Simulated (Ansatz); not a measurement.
Consider the hydrogenolysis of the Si–C bond: `BCC[SiH2]C` + H₂ → `BCC[SiH3]` + CH₄.

Isolated molecules relaxed with PBE0-D4/def2-TZVP in Ansatz; ΔE leaves out vibrations. CBS: MP2 limit from def2 TZ/QZ plus the TZ coupled-cluster correction, frozen cores. This one scheme is used for every species. DFT in def2-TZVPP. Each species was taken in one conformer, which may not be the lowest.

(1) Is it downhill or uphill in electronic energy at CCSD(T)/CBS, and by how much? (Best estimate.)

(2) What do these levels give: r2SCAN-D4, PBE0-D4, ωB97X-V, ωB97M-V, B2PLYP, PBE0, HF/def2-TZVPP, SCS-MP2/def2-TZVPP, CCSD/def2-TZVPP, HF/def2-QZVPP, MP2/CBS(def2), CCSD/CBS(def2)? (Estimate.)

Largest T1 diagnostic among the species: 0.011.

## Answers

(1) The calculation gave: Downhill: ΔE = -6.5 kcal/mol.

(2) The calculation gave: r2SCAN-D4 -6.4, PBE0-D4 -6.6, ωB97X-V -6.4, ωB97M-V -6.1, B2PLYP -8.0, PBE0 -7.7, HF/def2-TZVPP -10.4, SCS-MP2/def2-TZVPP -7.5, CCSD/def2-TZVPP -7.7, HF/def2-QZVPP -10.3, MP2/CBS(def2) -5.8, CCSD/CBS(def2) -7.0 kcal/mol.

The D4 term adds +1.9 kcal/mol with B3LYP and +1.1 kcal/mol with PBE0; it sums over pairs of atoms, weighted by their polarisabilities, and B3LYP, whose exchange is more repulsive, gets the larger term. In def2-TZVPP, CCSD(T) changes the Hartree–Fock value by +3.2 kcal/mol (the triples alone add +0.5 kcal/mol) and MP2 by +3.9 kcal/mol.

B3LYP here is the variant with VWN-RPA as its local correlation; programs differ in this.
